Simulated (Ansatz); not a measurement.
A structure relaxed at r2SCAN-D4/def2-SVP in Ansatz, charge 1, singlet:

```csv
atom,x (Å),y (Å),z (Å)
Li1,0.302,-1.516,-2.516
Ag2,-0.533,-0.567,0.221
Ag3,-0.875,0.722,2.512
Ag4,-0.141,1.097,-1.808
Ag5,1.366,-0.900,2.074
Ag6,-2.095,1.603,0.150
Ag7,1.977,-0.439,-0.632
```

Task: Give its formula and point group.

Result: LiAg6⁺. Point group Cs (tolerance 0.1 Å).

Task: Summarise the bond lengths by kind (pairs closer than 1.2 times the sum of covalent radii, bridged metal pairs left out).

Result: 10 × Ag–Ag 2.65 to 2.87 Å; 3 × Ag–Li 2.74 to 3.01 Å.

In the def2 sets Ag takes a core potential; there is no spin–orbit coupling. The restricted singlet is unstable towards broken spin symmetry in Hartree–Fock (as tested in another run); at r2SCAN-D4/def2-SVP this wasn't settled. Another isomer (singlet) lies 0.59 eV lower at PBE0-D4/def2-TZVP; other spin states weren't run for this one.
